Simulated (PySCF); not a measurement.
## Energy profile

The step: SiH₄ + PH₃ → SiPH₅ ([SiH3][PH2]) + H₂; bonds formed: Si1–P7, H2–H6; bonds broken: Si1–H2, H6–P7 (atoms numbered as in the saddle structure below).

Si1  (-0.868, 0.614, -0.310)
H2  (-0.542, -1.156, -0.523)
H3  (-1.285, 0.674, -1.743)
H4  (-1.987, 0.315, 0.619)
H5  (-0.468, 2.038, -0.055)
H6  (0.188, -1.615, 0.311)
P7  (1.033, -0.383, 0.718)
H8  (2.200, 0.034, 1.482)
H9  (1.730, -0.522, -0.500)
(Å)

Electronic energies by CCSD(T) at an estimated basis limit (MP2 extrapolated from triple and quadruple zeta, plus CCSD(T) − MP2 in triple zeta), on PBE0-D4/def2-TZVP structures; SiPH7, singlet; no counterpoise correction. Computed with PySCF 2.14 with density fitting (its default auxiliary sets; JK sets also for MP2 and CCSD(T)) (basis: def2-TZVPP and def2-QZVPP); correlated methods freeze the cores. Extrapolation: Hartree–Fock as exp(−7.88 √X), correlation as X^−2.97.

(1) Give the profile in kJ/mol, counted from the separated reactants. (Judge from chemistry; the value comes from the calculation.)

No T1 diagnostic of these runs exceeds 0.015. The end structure is not quite a true minimum (one mode of 28i cm⁻¹).

## Answers

(1) By the calculation:
| point | kJ/mol |
| --- | --- |
| separated: SiH4 (Si1, H2, H3, H4, H5; singlet) + PH3 (H6, P7, H8, H9; singlet) | 0.0 |
| start structure | -5.0 |
| saddle | 257.4 |
| end structure | -2.7 |
| separated: SiPH5 (linked as [SiH3][PH2]; Si1, H3, H4, H5, P7, H8, H9; singlet) + H2 (H2, H6; singlet) | -0.7 |

For scale, one of the runs: CCSD(T)/def2-TZVPP, 182 basis functions, launched by `OMP_NUM_THREADS=4 python run.py`. Hardware: 4 CPU threads of a Oxide Virtual Turin-like, shared host. Wall time 100 s; peak host memory 1.4 GiB.
